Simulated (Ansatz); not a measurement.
One change: `C[O][GaH][CH3]` becomes `C[O][GaH][SeH]`.

Ansatz, PBE0-D4/def2-TZVP geometries, multiplicity 1. Each molecule was computed in one conformer, which needn't be the lowest.

Scalar relativity is left out up to krypton. Spin–orbit coupling is left out; it splits and shifts lone-pair levels of the heavy atoms by tenths of an eV.

```tsv
property	`C[O][GaH][CH3]`
LUMO energy (ωB97M-V/def2-TZVPP) / eV	0.90
LUMO energy (PBE/def2-TZVPP) / eV	-1.54
HOMO energy (PBE/def2-TZVPP) / eV	-6.19
HOMO–LUMO gap (PBE0/def2-TZVPP) / eV	6.88
size of the dipole moment (PBE/def2-TZVPP) / D	1.73
HOMO energy (B3LYP/def2-TZVPP) / eV	-7.42
```

Task: What does the change do to each property? (An estimate is asked.)

Result: Ansatz gave: 
```
                                      property  `C[O][GaH][SeH]`  shift
         LUMO energy (ωB97M-V/def2-TZVPP) / eV              0.73  -0.17
             LUMO energy (PBE/def2-TZVPP) / eV             -1.69  -0.15
             HOMO energy (PBE/def2-TZVPP) / eV             -6.04   0.15
          HOMO–LUMO gap (PBE0/def2-TZVPP) / eV              6.28  -0.60
size of the dipole moment (PBE/def2-TZVPP) / D              1.23  -0.50
           HOMO energy (B3LYP/def2-TZVPP) / eV             -6.98   0.44
```

With PBE0 the HOMO rises by 0.41 eV and the LUMO falls by 0.19 eV, so the gap narrows by about 0.60 eV. PBE moves the HOMO by 0.15 eV and ωB97M-V by 0.65 eV. The zero-point energy changes by -71.9 kJ/mol with -6 modes. Dipoles are sizes alone; their direction can turn.

B3LYP here is the variant with VWN-RPA as its local correlation; programs differ in this.
